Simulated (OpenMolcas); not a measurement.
An atom or ion with 48 electrons was computed by MS-CASPT2, IPEA 0.25 Eh, imaginary shift 0.1 Eh with spin-orbit coupling (OpenMolcas, ANO-RCC-VTZP, DKH2). The lowest levels that the run gave, each within 12 % of the measured value where one is at hand:

```
J  Parity  E (cm-1)      g
0    even       0.0       
0     odd     41960       
1     odd     42840  1.500
2     odd     44770  1.501
1     odd     62580  1.001
0    even    102100       
1    even    102990  1.501
2    even    103990  1.364
2    even    106820  1.138
```

Question: Which ion is it, and what are the configurations and terms?

Answer: In+ (Z = 49, charge +1; active space 2 electrons in 8 orbitals (5s 5p 6s 6p)). J, parity and g give the terms where levels are pure, and mixed ones are named by the computed weights; the size of the splittings, set against known spectra of the 48-electron sequence, gives the charge. In order, with the measured energies in cm-1 (NIST Handbook of Basic Atomic Spectroscopic Data): 5s2 1S0, 5s 5p 3P* 0 (42276), 5s 5p 3P* 1 (43351), 5s 5p 3P* 2 (45830), 5s 5p 1P* 1 (63038), 5p2 3P0 (101608), 5p2 3P1 (103249), 5p2 3P2 [73 %] (105565), 5p2 1D2 [73 %] (97628).

Term energies are means over components that CASPT2 splits; among the terms shown or strongly mixed into the levels shown the widest spread is 71 cm-1 (5p2 1D). Some levels mix across a computed gap that differs much from the measured one, so their mixing is not that of the real levels. The run also gave levels led by 5s 6s, which use shells meant for correlation; these and all levels above them are left out. The ¹D term of p² mixes with s d, which this space lacks. Computed and measured levels are paired by configuration, term and J; levels that our copy of the source lacks, or whose pairing is in doubt (as where it misses far off the trend of its configuration), stay unpaired and out of the deviations. Levels of configurations outside the active space are missing.

A share in square brackets marks a mixed level and gives the weight of the term that names it. * marks odd parity.
